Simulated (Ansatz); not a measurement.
Ansatz (a quantum-chemistry and plane-wave program) input (wB97X-V/def2-TZVPD):

Ansatz 0.2 input:
```yaml
crystal:
  periodic: [false, false, false]
  atoms:
    - {symbol: C, position_ang: [-1.76096320, -0.62752026, -0.74995001]}
    - {symbol: C, position_ang: [-0.97492514, -0.42879485, 0.31161251]}
    - {symbol: B, position_ang: [0.51655861, 0.17252901, 0.32311604]}
    - {symbol: O, position_ang: [1.22616340, 0.33975431, 1.39020140]}
    - {symbol: O, position_ang: [0.96638906, 0.50373160, -1.01168082]}
    - {symbol: H, position_ang: [-1.41505609, -0.37596938, -1.74837538]}
    - {symbol: H, position_ang: [-2.76686091, -1.04195275, -0.67837252]}
    - {symbol: H, position_ang: [-1.38213316, -0.70255678, 1.28720403]}
    - {symbol: H, position_ang: [1.85616753, 0.84783719, -0.87417601]}
basis:
  gaussian:
    orbitals: def2-TZVPD
hamiltonian:
  xc: {name: wB97X-V}
total_charge: -1
output: {forces: true}
```

End of the output:

```
mean field evaluation 16: about -6913.1783 eV, gradient 1.7e-4 eV
mean field -6913.17829426 eV, -254.0546163935 hartree, gradient 8.2e-5 eV, S^2 0.000000; 0 other end points of the search recorded, 0 dependent functions left out
the calculation of the forces begins
reference -6913.17829173 eV, -254.0546163007 hartree; 19, 19 occupied and 208, 208 virtual orbitals, 1085 factors
Total energy: -6913.17829173 eV, -254.0546163007 hartree
Atom 0 at    -1.760963    -0.627520    -0.749950 Å, force     0.060183     0.018228     0.054374 eV/Å
Atom 1 at    -0.974925    -0.428795     0.311613 Å, force    -0.154340    -0.058075    -0.038257 eV/Å
Atom 2 at     0.516559     0.172529     0.323116 Å, force    -0.000002     0.009918    -0.088585 eV/Å
Atom 3 at     1.226163     0.339754     1.390201 Å, force     0.107784     0.030626     0.115408 eV/Å
Atom 4 at     0.966389     0.503732    -1.011681 Å, force     0.079177     0.038622    -0.059229 eV/Å
Atom 5 at    -1.415056    -0.375969    -1.748375 Å, force     0.055090     0.032690    -0.093166 eV/Å
Atom 6 at    -2.766861    -1.041953    -0.678373 Å, force    -0.060867    -0.029435     0.043246 eV/Å
Atom 7 at    -1.382133    -0.702557     1.287204 Å, force    -0.044678    -0.025456     0.066128 eV/Å
Atom 8 at     1.856168     0.847837    -0.874176 Å, force    -0.042346    -0.017118     0.000080 eV/Å
Dipole moment:    -0.560037    -0.160359    -0.588696 e Å
```

It need not be the lowest isomer of its formula. Whether it binds its extra electron was not tested at this geometry.
